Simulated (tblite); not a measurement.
Compound: C4H8O3.
Bonds: C1–C2, C2–O3, O3–C4, C4–O5, O5–C6, C6–O7, C2–O7. Hydrogens: H8, H9, H10 on C1; H11 on C2; H12, H13 on C4; H14, H15 on C6.

A start from a force field or distance geometry was refined with GFN2-xTB geometry optimisation, gas phase in tblite 0.8.0. Values at the start:

| coordinate | start |
| --- | --- |
| C1–C2 | 1.512 Å |
| C1–H8 | 1.097 Å |
| C2–O3 | 1.408 Å |
| C2–H11 | 1.113 Å |
| O3–C4 | 1.420 Å |
| C4–O5 | 1.397 Å |
| C4–H12 | 1.110 Å |
| C4–H13 | 1.099 Å |
| C6–H15 | 1.126 Å |
| C1–C2–O3 | 112.2° |
| C2–O3–C4 | 102.7° |
| O3–C2–O7 | 109.5° |
| O3–C4–O5 | 107.1° |
| C4–O5–C6 | 104.6° |
| C1–C2–O3–C4 | -165° |
| C1–C2–O7–C6 | 169° |
| C2–O3–C4–O5 | -70° |
| O3–C4–O5–C6 | 69° |

How do these coordinates change at the GFN2-xTB level?

```json
{"coordinate": "C6–H15", "GFN2-xTB (Å or °)": "1.091", "change": "-0.035"}
{"coordinate": "O3–C4", "GFN2-xTB (Å or °)": "1.396", "change": "-0.024"}
{"coordinate": "C4–H12", "GFN2-xTB (Å or °)": "1.091", "change": "-0.019"}
{"coordinate": "C4–H13", "GFN2-xTB (Å or °)": "1.112", "change": "+0.013"}
{"coordinate": "C1–H8", "GFN2-xTB (Å or °)": "1.085", "change": "-0.012"}
{"coordinate": "C1–C2", "GFN2-xTB (Å or °)": "1.516", "change": "+0.004"}
{"coordinate": "C2–H11", "GFN2-xTB (Å or °)": "1.115", "change": "+0.002"}
{"coordinate": "C4–O5", "GFN2-xTB (Å or °)": "1.399", "change": "+0.002"}
{"coordinate": "C2–O3", "GFN2-xTB (Å or °)": "1.409", "change": "+0.001"}
{"coordinate": "C2–O3–C4", "GFN2-xTB (Å or °)": "110.8", "change": "+8.1"}
{"coordinate": "C4–O5–C6", "GFN2-xTB (Å or °)": "109.7", "change": "+5.1"}
{"coordinate": "O3–C4–O5", "GFN2-xTB (Å or °)": "112.2", "change": "+5.1"}
{"coordinate": "C1–C2–O3", "GFN2-xTB (Å or °)": "109.1", "change": "-3.1"}
{"coordinate": "O3–C2–O7", "GFN2-xTB (Å or °)": "110.7", "change": "+1.2"}
{"coordinate": "C1–C2–O3–C4", "GFN2-xTB (Å or °)": "175", "change": "-20"}
{"coordinate": "C1–C2–O7–C6", "GFN2-xTB (Å or °)": "-175", "change": "+16"}
{"coordinate": "C2–O3–C4–O5", "GFN2-xTB (Å or °)": "-56", "change": "+14"}
{"coordinate": "O3–C4–O5–C6", "GFN2-xTB (Å or °)": "56", "change": "-13"}
```

The energy falls by 56.5 kJ/mol over 63 L-BFGS steps, the largest force on an atom goes from 1.99 to 0.007 eV/Å, and the atoms move by 0.246 Å rms after alignment. The bond that changes most is C6–H15 (sp3 carbon bearing two oxygens to methylene hydrogen), which shortens by 0.035 Å. Bonds longer at the end by more than 0.005 Å: 2 of 15; shorter: 8. Among the dihedrals that turn most is C1–C2–O3–C4, from -165° to 175°. Rotational constants go from 5227, 2589, 1903 to 5121, 2562, 1854 MHz.

Time: 0.29 s wall. Hardware: one thread of an Arm Neoverse V1, on a shared host.

Its GFN2-xTB frequencies are all real (lowest 152 cm⁻¹). One conformer, not necessarily the lowest.

These are computed values.
